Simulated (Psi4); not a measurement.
F$_{5}$Sb, charge +1, doublet, at a GFN2-xTB geometry (a state made from the parent by changing its charge; the spin is typed, not shown lowest) (core potentials on Sb), with bond 3-1 at 1.6 times its length. Base run: PBE0/def2-SVP run with Psi4.

Here is a job for Psi4.
```
memory 2 GB

molecule mol {
1 2
  Sb    0.009643   -0.003026   -0.014232
  F     1.003924   -0.641410    1.577068
  F    -2.523332    1.442489   -1.260731
  F     0.602389    1.821425    0.485191
  F     1.085255   -0.500532   -1.486420
  F    -1.172746   -1.562758    0.298105
}

set basis def2-svp
set reference uks

energy('pbe0')
print_variables()
```

Variants of this job, named by their change:

```tsv
change	ΔE vs base (µEh)	SCF cycles	grid points	basis functions	outcome
base	0.0	16	130631	96	converged
dft_radial_scheme = becke	-4.9	16	115174	96	converged
guess = sadno	-355	20	130631	96	converged
basis_guess = sto-3g	-	-	-	96	stopped with an error
scf_type = pk	-23.5	16	130631	96	converged
dft_pruning_scheme = robust	0.0	16	96941	96	converged
scf_type = direct	-22.1	18	130631	96	converged
dft_spherical_points = 110	929	83	47606	96	converged
scf_type = mem_df	0.0	16	130631	96	converged
basis_guess = true	-0.1	1	130631	96	converged
e_convergence = 1e-8	-0.2	20	130631	96	converged
scf_initial_accelerator = none	0.3	15	130631	96	converged
d_convergence = 1e-10	0.9	70	130631	96	converged
```

Open shells are given as the SCF converged; they aren't shown to be the lowest states, and a large step between rows can be another state.

- basis_guess = sto-3g: ended with `psi4.driver.p4util.exceptions.ValidationError: Projecting from basis (STO-3G) with (0) ECP electrons to basis (DEF2-SVP) with (28) ECP electrons will be a disaster. Select a compatible cast-up basis with 'set guess_basis YOUR_BASIS_HERE'.`
